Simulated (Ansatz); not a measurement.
Molecule: dimethyl(silyl)silane, C2H10Si2, net charge 0, singlet state. SMILES: C[SiH](C)[SiH3]
Geometry: optimised at B3LYP-D3(BJ)/def2-TZVP (Ansatz, a first-principles code).

Wanted: atomisation energy, in kcal/mol. Set-up: six Cartesian d functions in 6-31G* and its kin unless marked 5d; frozen cores in correlated levels; non-relativistic; open shells spin-unrestricted; no dispersion term unless named; atomisation electronic, to ground-state atoms; no spin-orbit coupling. CBS(X,Y): correlation extrapolated as X^-3; Hartree-Fock from the larger set. Ab initio and DFT rows: single points at B3LYP-D3(BJ) geometries (Ansatz).

```csv
species,coefficient,"E at B3LYP/6-31G* (Ansatz), Eh","E at PBE/def2-TZVPD (Ansatz), Eh"
C[SiH](C)[SiH3],-1,-661.23465,-660.84346
C atom,+2,-37.84628,-37.79605
H atom,+10,-0.50027,-0.49962
Si atom,+2,-289.37173,-289.22297
```

Coupled cluster (Ansatz) is a level with limits of its own, used here on species with T1 under 0.025 (0.045 for open shells) and stable references: CCSD(T)/CBS(aug-cc-pV(T+d)Z,aug-cc-pV(Q+d)Z). Value to compare with, CCSD(T)/CBS(aug-cc-pV(T+d)Z,aug-cc-pV(Q+d)Z) (Ansatz): 1143.6 kcal/mol. 1 Eh = 627.5095 kcal/mol.

Q: Compute it at each level from the table, and compare with CCSD(T)/CBS(aug-cc-pV(T+d)Z,aug-cc-pV(Q+d)Z) (Ansatz).

A: 
- B3LYP/6-31G*: the sum of coefficient times E is 1.79593 Eh, or 1126.96 kcal/mol. Result: 1127.0 kcal/mol. Its difference against CCSD(T)/CBS(aug-cc-pV(T+d)Z,aug-cc-pV(Q+d)Z) (Ansatz) is -16.6 kcal/mol.
- PBE/def2-TZVPD: the sum of coefficient times E is 1.80922 Eh, or 1135.30 kcal/mol. Result: 1135.3 kcal/mol. Its difference against CCSD(T)/CBS(aug-cc-pV(T+d)Z,aug-cc-pV(Q+d)Z) (Ansatz) is -8.3 kcal/mol.
